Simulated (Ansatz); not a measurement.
System: C3H7N (charge 0, singlet). 
Coordinates optimised at B3LYP-D3(BJ)/def2-TZVP (Ansatz, a first-principles code):
```xyz
11

C     -0.8497    -0.8470     0.0764
C     -1.0015     0.6153    -0.2526
C      0.2265     0.1266     0.4582
N      1.4480     0.0820    -0.3035
H     -0.6250    -1.5170    -0.7419
H     -1.4652    -1.2665     0.8604
H     -1.7210     1.1983     0.3059
H     -0.8762     0.9048    -1.2868
H      0.2917     0.3716     1.5171
H      1.9213     0.9779    -0.2898
H      2.0862    -0.6120     0.0679
```
Charge 0, spin multiplicity 1.

Wanted: atomisation energy (electronic, to ground-state atoms), in eV. Valence correlation only, unless marked. Open shells are spin-unrestricted. No spin-orbit coupling. Non-relativistic. The coupled-cluster limit lacks core correlation, which all-electron functionals hold. Basis-set limits of correlation are two-point, X^-3; Hartree-Fock from the larger set. [CCSD(T)-MP2]/basis is that difference in the basis named.

| level | program | atomisation energy (eV) | minus last row | rough core time |
|---|---|---|---|---|
| SVWN5/def2-TZVPD | Ansatz | 50.88 | 6.62 | under 20 s |
| PBE0/6-31G* | Ansatz | 44.44 | 0.18 | under 20 s |
| wB97X-V/def2-TZVPD | Ansatz | 44.45 | 0.19 | 20 s |
| PBE-QIDH/def2-TZVPD | Ansatz | 44.03 | -0.23 | under 20 s |
| CCSD/6-31G* | Ansatz | 39.71 | -4.55 | - |
| CCSD(T)/aug-cc-pVTZ | Ansatz | 43.33 | -0.93 | - |
| RI-MP2/CBS(aug-cc-pVTZ,aug-cc-pVQZ)+[CCSD(T)-MP2]/aug-cc-pVTZ | Ansatz | 44.26 | 0.00 | - |

Core times are rough, on shared machines, summed over the molecules involved; a dash marks a level read off another run, or run on other hardware, by another program or under a memory cap.
